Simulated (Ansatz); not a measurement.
A CCSD(T) single point on CH$_{4}$OSSi, SMILES `O=C([SiH3])S`.

```yaml
crystal:
  periodic: [false, false, false]
  atoms:
    - {symbol: O, position_ang: [-0.419104, -0.636159, 1.647322]}
    - {symbol: C, position_ang: [-0.256605, -0.512945, 0.463540]}
    - {symbol: Si, position_ang: [0.522678, 1.083251, -0.284292]}
    - {symbol: S, position_ang: [-0.707132, -1.766296, -0.725364]}
    - {symbol: H, position_ang: [0.605248, 0.964664, -1.761059]}
    - {symbol: H, position_ang: [-0.347482, 2.217461, 0.106219]}
    - {symbol: H, position_ang: [1.872458, 1.229038, 0.309787]}
    - {symbol: H, position_ang: [-1.177962, -2.636214, 0.188145]}
basis:
  gaussian: {orbitals: def2-SVP}
correlation: {method: ccsd_t}
```

```sh
$ ansatz run in.yaml --threads 2 --pin off --events-out ev --progress --plain --max-ram 4352MiB
```

The program prints (abridged):

```
Functional definition: HF
804 factors; integrals over basis functions are off by at most 1.2e-3 eV
mean field evaluation 1: about -21798.2495 eV, gradient 3.6e1 eV
mean field evaluation 2: about -21798.3023 eV, gradient 3.6e1 eV
mean field evaluation 4: about -21801.5722 eV, gradient 3.6e0 eV
mean field evaluation 8: about -21801.6704 eV, gradient 1.7e-1 eV
mean field -21801.67063173 eV, -801.1966180129 hartree, gradient 2.6e-6 eV, S^2 0.000000; 0 other end points of the search recorded, 0 dependent functions left out
12 core orbitals not correlated: weight in the atoms' cores, before any rotation towards them, 1.000 or more for the frozen orbitals, at most 0.000 for the correlated occupied ones
reference -21801.67063173 eV, -801.1966180129 hartree; 12, 12 occupied and 60, 60 virtual orbitals, 804 factors
second order -14.82707093 eV of doubles, -0.00000000 eV of singles
cycle   1  -15.30939415 eV  change   -4.8e-1 eV  update   1.2e-1
cycle   2  -15.82421282 eV  change   -5.1e-1 eV  update   3.9e-2
cycle   3  -15.97903679 eV  change   -1.5e-1 eV  update   2.1e-2
cycle   4  -15.97248145 eV  change    6.6e-3 eV  update   5.6e-3
cycle   5  -15.97049039 eV  change    2.0e-3 eV  update   2.4e-3
cycle   6  -15.97083848 eV  change   -3.5e-4 eV  update   9.0e-4
cycle   7  -15.97011965 eV  change    7.2e-4 eV  update   3.6e-4
cycle   8  -15.97014129 eV  change   -2.2e-5 eV  update   1.6e-4
cycle   9  -15.97019406 eV  change   -5.3e-5 eV  update   5.3e-5
cycle  10  -15.97017460 eV  change    1.9e-5 eV  update   1.8e-5
perturbative correction -0.54995161 eV, -0.0202103487 hartree
Total energy: -21818.19075793 eV, -801.8037214531 hartree
```

Run time 2.7 s (2 threads of an Arm Neoverse V1 on a shared host); peak host memory 0.38 GiB.

Correlation energy per correlated electron: -0.688 eV. T1 diagnostic: 0.0169.
